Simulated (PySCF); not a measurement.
Electronic structure of Ba⁺ (barium, charge +1) at the UHF level

Configuration: [Xe] 6s1, 2S determinant. Computed with PySCF 2.14 in Sapporo-DKH3-DZP-2012 (8s6p3d, 41 functions), with scalar relativity by spin-free X2C-1e.

| Property | Result |
| --- | --- |
| Total energy | -8130.991943 hartree |
| One-electron energy | -11087.8906 hartree |
| Hartree (Coulomb) energy | 3153.8026 hartree |
| Exchange energy | -196.9039 hartree |
| ⟨S²⟩ | 0.7506 |
| ⟨L²⟩ | 0.000 |
| Sum of ⟨r⟩ | 38.82 bohr |
| Sum of ⟨r²⟩ | 67.74 bohr² |
| Langevin diamagnetic susceptibility | -53.7 ×10⁻⁶ cm³/mol |
| Time after the integrals | 0.18 s of wall time on 1 thread of Neoverse-V1 (shared host) |

```
shell  electrons  mean orbital energy (eV)  rms radius, mean of both spins (bohr)
 1s α          1                  -37622.1                                 0.0292
 1s β          1                  -37622.1                                 0.0292
 2s α          1                   -6057.7                                  0.119
 2s β          1                   -6057.7                                  0.119
 2p α          3                   -5431.5                                  0.106
 2p β          3                   -5431.5                                  0.106
 3s α          1                   -1328.7                                  0.311
 3s β          1                   -1328.6                                  0.311
 3p α          3                   -1122.5                                  0.311
 3p β          3                   -1122.5                                  0.311
 3d α          5                   -820.53                                  0.289
 3d β          5                   -820.52                                  0.289
 4s α          1                   -284.47                                  0.715
 4s β          1                   -284.40                                  0.715
 4p α          3                   -214.98                                  0.761
 4p β          3                   -214.96                                  0.761
 4d α          5                   -110.36                                  0.862
 4d β          5                   -110.33                                  0.862
 5s α          1                   -49.061                                   1.76
 5s β          1                   -48.851                                   1.76
 5p α          3                   -29.864                                   2.04
 5p β          3                   -29.768                                   2.04
 6s α          1                    -9.400                                   4.80
```

Spin-orbit coupling, which splits the p, d and f shells strongly at this Z, is absent.

Densities and radii are taken from the X2C orbitals without a picture-change correction, which distorts them close to the nucleus.
